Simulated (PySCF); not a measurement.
```xyz
21

Si     3.3200    -0.8248    -0.0326
C      1.5817    -0.0984     0.0069
C      1.4928     1.2932     0.1985
C      0.3872     2.1363     0.2976
C     -0.9717     1.8151     0.2316
C     -1.5617     0.5724     0.0473
C     -2.9416     0.3105    -0.0121
C     -3.1214    -1.0654    -0.2100
C     -1.8729    -1.7043    -0.2806
C     -0.8682    -0.7356    -0.1267
C      0.5018    -0.9830    -0.1365
H      4.1984    -0.0259    -0.9419
H      3.9457    -0.8056     1.3272
H      3.2614    -2.2386    -0.5120
H      2.4525     1.8182     0.2844
H      0.6163     3.1953     0.4474
H     -1.6675     2.6546     0.3386
H     -3.7268     1.0604     0.0804
H     -4.0873    -1.5658    -0.2968
H     -1.6986    -2.7699    -0.4282
H      0.7601    -2.0390    -0.2824
```

Charge 0, multiplicity 1.

Give the Mulliken and meta-Löwdin atomic charges from PySCF with ωB97X-D3(BJ)/def2-TZVP // PBE0-D3(BJ)/def2-SVP.


```csv
atom,Mulliken (e),meta-Löwdin (e)
Si1,0.22,0.52
C2,0.06,-0.26
C3,-0.17,-0.06
C4,-0.12,-0.14
C5,-0.15,-0.05
C6,0.06,0.00
C7,-0.19,-0.18
C8,-0.13,-0.11
C9,-0.20,-0.18
C10,0.11,0.00
C11,-0.23,-0.05
H12,-0.04,-0.11
H13,-0.04,-0.11
H14,-0.04,-0.11
H15,0.12,0.11
H16,0.12,0.12
H17,0.13,0.12
H18,0.12,0.11
H19,0.12,0.12
H20,0.12,0.11
H21,0.12,0.12
```
